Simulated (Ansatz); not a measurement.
The inner images of a band of CH6GaNO (10 atoms, charge 0, multiplicity 1) are given out of order.

All numbers below come from RKS PBE/def2-SVP in Ansatz 0.2.0.

Image 0:

```xyz
10
Properties=species:S:1:pos:R:3
Ga -0.247 -0.029 -0.220
N 0.254 1.652 -0.749
O -1.643 -0.783 -1.099
H -2.025 -0.200 -1.778
C 0.620 -1.102 1.175
H -0.263 2.230 -1.413
H 0.972 2.195 -0.266
H 0.766 -2.137 0.810
H -0.033 -1.146 2.070
H 1.599 -0.681 1.473
```

Image 8:

```xyz
10
Properties=species:S:1:pos:R:3
Ga -0.424 -0.799 -0.363
N -0.273 1.410 -0.830
O -1.409 -1.042 -1.718
H -0.877 1.184 -1.644
C 0.628 -1.127 1.260
H -0.751 2.114 -0.250
H 0.603 1.825 -1.175
H 0.501 -2.174 1.596
H 0.301 -0.446 2.070
H 1.701 -0.945 1.055
```

Question: Put them in order from the first end to the last, with their energies above the first end.
A.
```xyz
10
Properties=species:S:1:pos:R:3
Ga -0.232 -0.035 -0.234
N 0.203 1.685 -0.693
O -1.527 -0.840 -1.216
H -1.899 -0.260 -1.905
C 0.620 -1.108 1.170
H -0.346 2.263 -1.332
H 0.841 2.259 -0.140
H 0.421 -2.182 0.988
H 0.204 -0.840 2.162
H 1.715 -0.942 1.199
```
B.
```xyz
10
Properties=species:S:1:pos:R:3
Ga -0.211 -0.098 -0.261
N -0.036 1.678 -0.852
O -1.377 -0.842 -1.430
H -1.517 -0.104 -2.060
C 0.590 -1.121 1.220
H -0.615 2.345 -0.325
H 0.917 2.060 -0.855
H 0.315 -2.193 1.182
H 0.239 -0.697 2.182
H 1.694 -1.029 1.197
```
C.
```xyz
10
Properties=species:S:1:pos:R:3
Ga -0.214 -0.052 -0.257
N 0.148 1.683 -0.790
O -1.483 -0.842 -1.284
H -1.684 -0.267 -2.046
C 0.608 -1.109 1.182
H -0.631 2.347 -0.821
H 0.969 2.162 -0.412
H 0.310 -2.172 1.107
H 0.262 -0.712 2.159
H 1.713 -1.039 1.162
```
D.
```xyz
10
Properties=species:S:1:pos:R:3
Ga -0.313 -0.514 -0.261
N -0.262 1.470 -0.888
O -1.335 -0.582 -1.673
H -0.956 0.751 -1.611
C 0.625 -1.211 1.307
H -0.757 2.216 -0.380
H 0.573 1.884 -1.326
H 0.462 -2.301 1.406
H 0.253 -0.702 2.217
H 1.710 -1.011 1.209
```
E.
```xyz
10
Properties=species:S:1:pos:R:3
Ga -0.414 -0.746 -0.320
N -0.252 1.443 -0.863
O -1.423 -0.933 -1.669
H -0.881 1.114 -1.628
C 0.625 -1.164 1.289
H -0.730 2.184 -0.331
H 0.598 1.849 -1.279
H 0.547 -2.247 1.504
H 0.236 -0.597 2.157
H 1.691 -0.902 1.140
```
F.
```xyz
10
Properties=species:S:1:pos:R:3
Ga -0.363 -0.643 -0.280
N -0.260 1.471 -0.888
O -1.374 -0.763 -1.652
H -0.892 0.971 -1.595
C 0.633 -1.197 1.312
H -0.769 2.220 -0.400
H 0.562 1.882 -1.351
H 0.492 -2.286 1.449
H 0.257 -0.670 2.211
H 1.713 -0.984 1.195
```
G.
```xyz
10
Properties=species:S:1:pos:R:3
Ga -0.231 -0.248 -0.241
N -0.187 1.570 -0.825
O -1.314 -0.672 -1.626
H -1.265 0.292 -1.898
C 0.601 -1.183 1.275
H -0.633 2.290 -0.247
H 0.692 1.955 -1.186
H 0.396 -2.269 1.316
H 0.242 -0.712 2.212
H 1.697 -1.023 1.220
```

Answer: A (0.00 eV), C (+0.09 eV), B (+0.27 eV), G (+0.59 eV), D (+1.42 eV), F (+1.28 eV), E (+1.23 eV).

Time of the run: 2.9 min on 2 threads of Arm Neoverse V2 (shared host), peak memory 0.15 GiB.
